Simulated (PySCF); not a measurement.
# What a mistake does to a calculation on ClGeH3N

Calculated results; nothing here was measured. The program is PySCF 2.14.0, an open-source quantum chemistry code, run on an isolated molecule that a program drew, which may never have been made. The molecule is ClGeH3N (charge 0, doublet), drawn as the SMILES string `[NH2][GeH][Cl]`.

Each row is a Hartree-Fock (HF) and frozen-core CCSD(T) single point in the cc-pV(D+d)Z basis, meant for a local HF minimum. Run 1 is clean. Each other run has one planted mistake out of seven kinds, and not every kind appears here: one electron removed, one electron added, multiplicity raised by two, geometry at a saddle point, minimal basis STO-3G, one bond length entered in bohr, all coordinates scaled. The reference is restricted for singlets and unrestricted otherwise, and also for a bond in bohr. Adding or removing an electron swaps singlet and doublet. Electrons count all cores. HOMO and LUMO are orbital energies over both spins, the gradient is its largest component, and the lowest frequency (negative if imaginary) is given only where the gradient is small. Bond lengths are over the 5 bonds as drawn. T1 is the CCSD diagnostic: over 0.02 (restricted) or 0.045 (unrestricted) a single reference is doubtful. Germanium has the cc-pVDZ-PP basis, with a core potential (ECP10MDF) in place of its 10 inner electrons, and its 3s, 3p and 3d shells are frozen in CCSD(T).

Geometry of the clean run:
```xyz
6
ClGeH3N, angstrom
N     1.0019   -0.3662    1.9754
Ge   -0.3185    0.8455    2.3546
Cl   -2.1774   -0.1259    1.7350
H     1.9351   -0.0627    2.1992
H     0.8585   -1.2876    2.3528
H    -0.1193    2.0845    1.4599
```

| run | electrons | basis functions | <S^2> | HOMO (eV) | LUMO (eV) | gradient (hartree/bohr) | lowest frequency (cm^-1) | mean bond (Å) | longest bond (Å) | T1 | HF (hartree) | CCSD(T) (hartree) | mistake |
|---|---|---|---|---|---|---|---|---|---|---|---|---|---|
| 1 | 59 | 75 | 0.761 | -8.99 | 0.90 | 4.1e-06 | 141 | 1.5145 | 2.187 | 0.0152 | -809.10633 | -809.54103 | no fault |
| 2 | 59 | 75 | 0.756 | -8.30 | 1.71 | 1.0e-01 | - | 1.3858 | 2.001 | 0.0121 | -809.05582 | -809.48022 | all coordinates scaled |
| 3 | 59 | 75 | 3.764 | -3.40 | -1.35 | 1.3e-01 | - | 1.5145 | 2.187 | 0.0460 | -808.88147 | -809.29044 | multiplicity raised by two |
| 4 | 60 | 75 | 0.000 | -0.82 | 9.18 | 9.3e-02 | - | 1.5145 | 2.187 | 0.0102 | -809.10374 | -809.55791 | one electron added |
| 5 | 58 | 75 | 0.000 | -17.58 | -7.23 | 7.8e-02 | - | 1.5145 | 2.187 | 0.0241 | -808.80720 | -809.25657 | one electron removed |
| 6 | 59 | 75 | 1.555 | -9.33 | 0.51 | 1.9e-02 | - | 1.6935 | 2.187 | 0.0613 | -808.97331 | -809.39865 | ? |

**Which mistake was planted in run 6, and what did it cost?**

The mean bond changes by a factor of 1.118 and the longest by 1.000, so the molecule wasn't scaled as a whole. A length L in bohr read as angstrom grows by (1/0.5292 - 1) L = 0.890 L. The 5 bonds together grew by 5 x 0.1790 = 0.895 Å, which gives L = 1.006 Å. That is the length of one of the H-N bonds, 1.006 Å in the clean geometry. So the mistake is: one bond length entered in bohr. Subtracting run 1 and multiplying by 627.51 kcal/mol a hartree, the energy moved by 83.5 kcal/mol in HF and 89.3 kcal/mol in CCSD(T).

Cautions from the logs. Run 3: T1 is over the limit, so its CCSD(T) energy is less reliable; run 5: T1 is over the limit, so its CCSD(T) energy is less reliable; run 6: T1 is over the limit, so its CCSD(T) energy is less reliable.
